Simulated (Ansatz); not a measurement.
Calculated with Ansatz (gas phase, PBE0-D4/def2-TZVP geometries, no zero-point term in ΔE). CCSD(T)/CBS adds triple-zeta CCSD(T) − MP2 to the extrapolated MP2 energy (def2 sets, frozen cores). This one scheme is used for every species. Functionals use def2-TZVPP. Each species was taken in one conformer, which may not be the lowest.

Reaction (silylene formation by 1,1-elimination): `CN[SiH](C)N` → `CNN` + `C[SiH]`

| level | ΔE (kJ/mol) |
| --- | --- |
| PBE | 475.4 |
| PBE0 | 495.6 |
| HF/def2-QZVPP | 497.4 |
| MP2/CBS(def2) | 542.6 |

(1) What does CCSD(T)/CBS give? (Estimate.)

Largest T1 diagnostic among the species: 0.012.

Results:

(1) Computed: +511.8 kJ/mol. The listed levels differ from it by -36.4, -16.2, -14.4, 30.8 kJ/mol.

From PBE to PBE0 (25 % exact exchange), in def2-TZVPP and without D4, ΔE moves by +20.2 kJ/mol. In def2-TZVPP, CCSD(T) changes the Hartree–Fock value by +6.5 kJ/mol (the triples alone add +1.9 kJ/mol) and MP2 by +37.3 kJ/mol.
